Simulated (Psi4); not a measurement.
C2H9BOSi (SMILES COB(C)[SiH3]), singlet, at a GFN2-xTB geometry; MP2/def2-TZVPP (Psi4).

The Psi4 input:
```
memory 2 GB

molecule mol {
0 1
B    -0.505384   -0.153595    0.139134
C    -1.920478   -0.301758    0.857387
H    -2.556283   -1.048351    0.387267
H    -2.460102    0.644400    0.855015
H    -1.799673   -0.578509    1.903920
O    -0.330746   -0.958632   -0.909410
C     0.809690   -1.038710   -1.720835
H     1.196663   -2.059895   -1.680556
H     0.522861   -0.812224   -2.750699
H     1.591308   -0.342778   -1.401588
Si    0.830592    1.147339    0.814701
H     1.227271    2.169258   -0.172385
H     2.108648    0.537224    1.227432
H     0.378629    1.907965    1.986081
}

set {
  basis def2-tzvpp
  reference rhf
  freeze_core true
}

energy('mp2')
print_variables()
```

Output, abridged:

```
    SCF Algorithm Type (re)set to DF.

   => Loading Basis Set <=

    Name: DEF2-TZVPP
    Role: ORBITAL
    Keyword: BASIS

         ---------------------------------------------------------
                                   SCF
               by Justin Turney, Rob Parrish, Andy Simmonett
                          and Daniel G. A. Smith
                              RHF Reference
         ---------------------------------------------------------

  ==> Geometry <==

    Molecular point group: c1
    Full point group: C1

    Geometry (in Angstrom), charge = 0, multiplicity = 1:

       Center              X                  Y                   Z               Mass
    ------------   -----------------  -----------------  -----------------  -----------------
         B           -0.497033603975    -0.146889218601     0.141694450776    11.009305360000
         C           -1.912127603975    -0.295052218601     0.859947450776    12.000000000000
         H           -2.547932603975    -1.041645218601     0.389827450776     1.007825032230
         H           -2.451751603975     0.651105781399     0.857575450776     1.007825032230
         H           -1.791322603975    -0.571803218601     1.906480450776     1.007825032230
         O           -0.322395603975    -0.951926218601    -0.906849549224    15.994914619570
         C            0.818040396025    -1.032004218601    -1.718274549224    12.000000000000
         H            1.205013396025    -2.053189218601    -1.677995549224     1.007825032230
         H            0.531211396025    -0.805518218601    -2.748138549224     1.007825032230
         H            1.599658396025    -0.336072218601    -1.399027549224     1.007825032230
         SI           0.838942396025     1.154044781399     0.817261450776    27.976926534650
         H            1.235621396025     2.175963781399    -0.169824549224     1.007825032230
         H            2.116998396025     0.543929781399     1.229992450776     1.007825032230
         H            0.386979396025     1.914670781399     1.988641450776     1.007825032230

  Running in c1 symmetry.

  Rotational constants: A =      0.13604  B =      0.10242  C =      0.06089 [cm^-1]
  Rotational constants: A =   4078.37260  B =   3070.34702  C =   1825.53730 [MHz]
  Nuclear repulsion =  215.138637243872864

  Charge       = 0
  Multiplicity = 1
  Electrons    = 48
  Nalpha       = 24
  Nbeta        = 24

  ==> Algorithm <==

  SCF Algorithm Type is DF.
  DIIS enabled.
  MOM disabled.
  Fractional occupation disabled.
  Guess Type is SAD.
  Energy threshold   = 1.00e-08
  Density threshold  = 1.00e-08
  Integral threshold = 1.00e-12

  ==> Primary Basis <==

  Basis Set: DEF2-TZVPP
    Blend: DEF2-TZVPP
    Number of shells: 112
    Number of basis functions: 292
    Number of Cartesian functions: 327
    Spherical Harmonics?: true
    Max angular momentum: 3

   => Loading Basis Set <=

    Name: (DEF2-TZVPP AUX)
    Role: JKFIT
    Keyword: DF_BASIS_SCF

  ==> Integral Setup <==

  SCF_SUBTYPE=INCORE selected. In-core MEM_DF algorithm will be used.
  Using in-core AOs.

  ==> MemDFJK: Density-Fitted J/K Matrices <==

    J tasked:                   Yes
    K tasked:                   Yes
    wK tasked:                   No
    Algorithm:                 Core
    Schwarz Cutoff:           1E-12
    Mask sparsity (%):       8.9065
    Fitting Condition:        1E-10

   => Auxiliary Basis Set <=

  Basis Set: (DEF2-TZVPP AUX)
    Blend: DEF2-UNIVERSAL-JKFIT
    Number of shells: 192
    Number of basis functions: 592
    Number of Cartesian functions: 695
    Spherical Harmonics?: true
    Max angular momentum: 4

  Minimum eigenvalue in the overlap matrix is 1.7847255954E-04.
  Reciprocal condition number of the overlap matrix is 2.1382081743E-05.
    Using symmetric orthogonalization.

  ==> Pre-Iterations <==

  SCF Guess: Superposition of Atomic Densities via on-the-fly atomic UHF (no occupation information).

   -------------------------
    Irrep   Nso     Nmo
   -------------------------
     A        292     292
   -------------------------
    Total     292     292
   -------------------------

  ==> Iterations <==

                           Total Energy        Delta E     RMS |[F,P]|

   @DF-RHF iter SAD:  -468.55889869376847   -4.68559e+02   0.00000e+00
   @DF-RHF iter   1:  -469.38249661008791   -8.23598e-01   1.89868e-03 ADIIS/DIIS
   @DF-RHF iter   2:  -469.52986919559987   -1.47373e-01   9.22402e-04 ADIIS/DIIS
   @DF-RHF iter   3:  -469.56142974139175   -3.15605e-02   2.17708e-04 ADIIS/DIIS
   @DF-RHF iter   4:  -469.56464801717800   -3.21828e-03   8.26526e-05 DIIS
   @DF-RHF iter   5:  -469.56509463398567   -4.46617e-04   1.47237e-05 DIIS
   @DF-RHF iter   6:  -469.56511721433174   -2.25803e-05   3.95432e-06 DIIS
   @DF-RHF iter   7:  -469.56511855461957   -1.34029e-06   9.37858e-07 DIIS
   @DF-RHF iter   8:  -469.56511865332959   -9.87100e-08   2.88417e-07 DIIS
   @DF-RHF iter   9:  -469.56511866185895   -8.52936e-09   8.89846e-08 DIIS
   @DF-RHF iter  10:  -469.56511866265708   -7.98138e-10   2.05770e-08 DIIS
   @DF-RHF iter  11:  -469.56511866270444   -4.73506e-11   4.94799e-09 DIIS
  Energy and wave function converged.

  ==> Post-Iterations <==

    Orbital Energies [Eh]
    ---------------------

    Doubly Occupied:

[...]
    Virtual:

[...]
     292A     45.587004

    Final Occupation by Irrep:
              A
    DOCC [    24 ]
    NA   [    24 ]
    NB   [    24 ]

  @DF-RHF Final Energy:  -469.56511866270444

   => Energetics <=

    Nuclear Repulsion Energy =            215.1386372438728642
    One-Electron Energy =               -1073.2324691671715300
    Two-Electron Energy =                 388.5287132605942588
    Total Energy =                       -469.5651186627044353

Computation Completed

Properties will be evaluated at   0.000000,   0.000000,   0.000000 [a0]

Properties computed using the SCF density matrix

 Multipole Moments:

 ------------------------------------------------------------------------------------
     Multipole            Electronic (a.u.)      Nuclear  (a.u.)        Total (a.u.)
 ------------------------------------------------------------------------------------

 L = 1.  Multiply by 2.5417464519 to convert [e a0] to [Debye]
 Dipole X            :         -0.5832045            0.7574268            0.1742223
 Dipole Y            :         -0.8453589            0.6082547           -0.2371043
 Dipole Z            :         -0.6183933            0.2322561           -0.3861372
 Magnitude           :                                                    0.4854624

 ------------------------------------------------------------------------------------

  //>>>>>>>>>>>>>>>>>>>>>>>>>>>>>>>>>>>//
  //               DFMP2               //
  //<<<<<<<<<<<<<<<<<<<<<<<<<<<<<<<<<<<//

   => Loading Basis Set <=

    Name: (DEF2-TZVPP AUX)
    Role: RIFIT
    Keyword: DF_BASIS_MP2

	 --------------------------------------------------------
	                          DF-MP2
	      2nd-Order Density-Fitted Moller-Plesset Theory

	        Rob Parrish, Justin Turney, Andy Simmonett,
	           Ed Hohenstein, and C. David Sherrill
	 --------------------------------------------------------

   => Auxiliary Basis Set <=

  Basis Set: (DEF2-TZVPP AUX)
    Blend: DEF2-TZVPP-RI
    Number of shells: 211
    Number of basis functions: 697
    Number of Cartesian functions: 852
    Spherical Harmonics?: true
    Max angular momentum: 4

	 --------------------------------------------------------
	                 NBF =   292, NAUX =   697
	 --------------------------------------------------------
	   CLASS    FOCC     OCC    AOCC    AVIR     VIR    FVIR
	   PAIRS       9      24      15     268     268       0
	 --------------------------------------------------------

	-----------------------------------------------------------
	 ==================> DF-MP2 Energies <====================
	-----------------------------------------------------------
	 Reference Energy          =    -469.5651186627044353 [Eh]
	 Singles Energy            =      -0.0000000000000000 [Eh]
	 Same-Spin Energy          =      -0.1750080512941063 [Eh]
	 Opposite-Spin Energy      =      -0.6420954847945017 [Eh]
	 Correlation Energy        =      -0.8171035360886081 [Eh]
	 Total Energy              =    -470.3822221987930448 [Eh]
	-----------------------------------------------------------
	 ================> DF-SCS-MP2 Energies <==================
	-----------------------------------------------------------
	 SCS Same-Spin Scale       =       0.3333333333333333 [-]
	 SCS Opposite-Spin Scale   =       1.2000000000000000 [-]
	 SCS Same-Spin Energy      =      -0.0583360170980354 [Eh]
	 SCS Opposite-Spin Energy  =      -0.7705145817534020 [Eh]
	 SCS Correlation Energy    =      -0.8288505988514375 [Eh]
	 SCS Total Energy          =    -470.3939692615558670 [Eh]
	-----------------------------------------------------------

  Variable Map:
  ----------------------------------------------------------------------------
[...]
  Array Variable Map:
  ----------------------------------------------------------------------------
[...]
[...]
```
